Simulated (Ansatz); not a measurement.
Isolated molecules relaxed with PBE0-D4/def2-TZVP in Ansatz; ΔE leaves out vibrations. CBS: MP2 limit from def2 TZ/QZ plus the TZ coupled-cluster correction, frozen cores. This one scheme is used for every species. Functionals use def2-TZVPP. For Ge outer-core shells are correlated without core-valence functions, which leaves a few kJ/mol of doubt a bond. Scalar relativity is left out up to krypton. One conformer a species, not always the lowest.

Consider the ligand exchange at a Ge–C bond: `C=[CH][GeH]([Cl])[Cl]` + HCl → `[Cl][GeH]([Cl])[Cl]` + `C=C`.

```json
{"level": "BHLYP-D4", "ΔE (kJ/mol)": "-74.1"}
{"level": "CAM-B3LYP-D4", "ΔE (kJ/mol)": "-70.1"}
{"level": "PBE0", "ΔE (kJ/mol)": "-72.3"}
{"level": "CCSD(T)/def2-TZVPP", "ΔE (kJ/mol)": "-63.4"}
```

**Question.** What does CCSD(T)/CBS give? (An estimate is asked.)

**Answer.** The calculation gave: -64.2 kJ/mol. The listed levels differ from it by -9.9, -5.9, -8.1, 0.8 kJ/mol.

Largest T1 diagnostic among the species: 0.011.

Leaving LDA and LC-ωPBE aside and taking each functional with its dispersion term where it has one, the values, not all of them listed here, spread over 8.3 kJ/mol, from B97M-V to revPBE-D4. LDA lies +9.2 kJ/mol from PBE without D4. The D4 term adds +4.9 kJ/mol with B3LYP and +2.9 kJ/mol with PBE0; it sums over pairs of atoms, weighted by their polarisabilities, and B3LYP, whose exchange is more repulsive, gets the larger term.

CCSD(T)/CBS has its own doubt, a few kJ/mol and more with outer-core shells, so smaller differences from it don't rank the levels.

B3LYP here is the variant with VWN-RPA as its local correlation; programs differ in this.
